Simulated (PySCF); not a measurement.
Ground-state electric properties of a mixed set of molecules.

All values: CAM-B3LYP/def2-SVPD (PySCF) at GFN2-xTB geometries, gas phase, one conformer each. Core orbitals are frozen in the response; Δα² is half the sum of the squared differences of the principal polarisabilities.

Question: Rank by HOMO–LUMO gap, lowest first.
A. `C#Cc1pc(C)oc1Cl`
B. `CC(=C=C)C(=C)F`
C. `C=C1C(F)=C1CC`
D. `C=Pc1ccccc1F`
E. `O[SiH2][Si@H]1C=CCC1`
F. `FCCCC(F)(F)F`

Answer: D (7.59 eV), A (7.76 eV), C (8.16 eV), B (8.32 eV), E (8.85 eV), F (12.45 eV).

Question: Rank by dipole moment, highest first.
A. `[CH2:1]=[C:2]1[C:3]([F:4])=[C:5]1[CH2:6][CH3:7]` with C3–C5–C6–C7 118°
B. `C#Cc1pc(C)oc1Cl`
C. `[OH:1][SiH2:2][Si@H:3]1[CH:4]=[CH:5][CH2:6][CH2:7]1` with H–O1–Si2–Si3 59°, O1–Si2–Si3–C4 111°, Si2–Si3–C4–C5 130°, C4–C5–C6–C7 -16°, C5–C6–C7–Si3 22°, Si2–Si3–C7–C6 -139°
D. `[CH2:1]=[C:2]([CH3:3])[O:4][SiH2:5][CH2:6][F:7]` with C1–C2–O4–Si5 180°, C2–O4–Si5–C6 180°, O4–Si5–C6–F7 180°

Answer: A (2.49 D), D (1.98 D), C (1.73 D), B (1.43 D).

All values together:

```csv
SMILES,formula,μ (D),HOMO (eV),LUMO (eV),α (Å³),Δα (Å³),electrons,α per electron (Å³)
FCCCC(F)(F)F,C4H6F4,2.12,-11.24,1.21,7.76,1.10,66,0.118
C=C1C(F)=C1CC,C6H7F,2.49,-7.34,0.82,10.69,4.76,52,0.206
O[SiH2][Si@H]1C=CCC1,C4H10OSi2,1.73,-8.49,0.36,15.08,5.64,70,0.215
C=C=C(C)C(=C)F,C6H7F,1.76,-8.08,0.24,11.88,10.29,52,0.228
C=Pc1ccccc1F,C7H6FP,2.48,-8.32,-0.72,15.59,8.99,72,0.217
C#Cc1pc(C)oc1Cl,C6H4ClOP,1.43,-7.87,-0.11,16.55,10.56,80,0.207
C=C(C)O[SiH2]CF,C4H9FOSi,1.98,-8.20,0.92,11.77,4.27,64,0.184
```

Conformers: `[F:1][CH2:2][CH2:3][CH2:4][C:5]([F:6])([F:7])[F:8]` with F1–C2–C3–C4 -64°, C2–C3–C4–C5 -81°; `[CH2:1]=[C:2]1[C:3]([F:4])=[C:5]1[CH2:6][CH3:7]` with C3–C5–C6–C7 118°; `[OH:1][SiH2:2][Si@H:3]1[CH:4]=[CH:5][CH2:6][CH2:7]1` with H–O1–Si2–Si3 59°, O1–Si2–Si3–C4 111°, Si2–Si3–C4–C5 130°, C4–C5–C6–C7 -16°, C5–C6–C7–Si3 22°, Si2–Si3–C7–C6 -139°; `[CH2:1]=[C:2]=[C:3]([CH3:4])[C:5](=[CH2:6])[F:7]` with C2–C3–C5–C6 180°; `[CH2:1]=[P:2][c:3]1[cH:4][cH:5][cH:6][cH:7][c:8]1[F:9]` with C1–P2–C3–C4 -50°; `[CH2:1]=[C:2]([CH3:3])[O:4][SiH2:5][CH2:6][F:7]` with C1–C2–O4–Si5 180°, C2–O4–Si5–C6 180°, O4–Si5–C6–F7 180°.

How closely does the mean polarisability follow the number of electrons in this set?

The correlation coefficient is 0.63; α per electron runs from 0.118 to 0.228 Å³.
